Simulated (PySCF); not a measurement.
C2H5FSi2, SMILES C#C[Si@@H](F)[SiH3]. Heavy atoms are numbered as in [CH:1]#[C:2][Si@@H:3]([F:4])[SiH3:5]. Hydrogens are named by the atom that carries them.

Geometry optimised at ωB97X-D3(BJ)/def2-SVP. The structure was generated by enumeration; whether it is a known compound was not checked.

Computed with PySCF with PBE/pcSseg-1.

GIAO shieldings, no solvent; atoms alike by connectivity are averaged. δ = σ(ref) − σ: ¹³C against TMS (σ = 182.0 ppm); ²⁹Si against TMS (σ = 335.4 ppm); ¹⁹F against CFCl3 (σ = 133.6 ppm); ¹H against TMS (σ = 31.49 ppm), references at their B3LYP-D3(BJ)/def2-TZVP geometries, non-relativistic.

Computed chemical shifts:
```
nucleus       atoms  count  δ (ppm)
-------  ----------  -----  -------
¹³C         C1 (CH)      1    107.7
¹³C              C2      1     87.7
²⁹Si      Si3 (SiH)      1     -6.1
²⁹Si     Si5 (SiH3)      1   -111.0
¹⁹F              F4      1   -244.1
¹H         H on Si3      1     6.09
¹H         H on Si5      3     3.80
¹H          H on C1      1     3.07
```
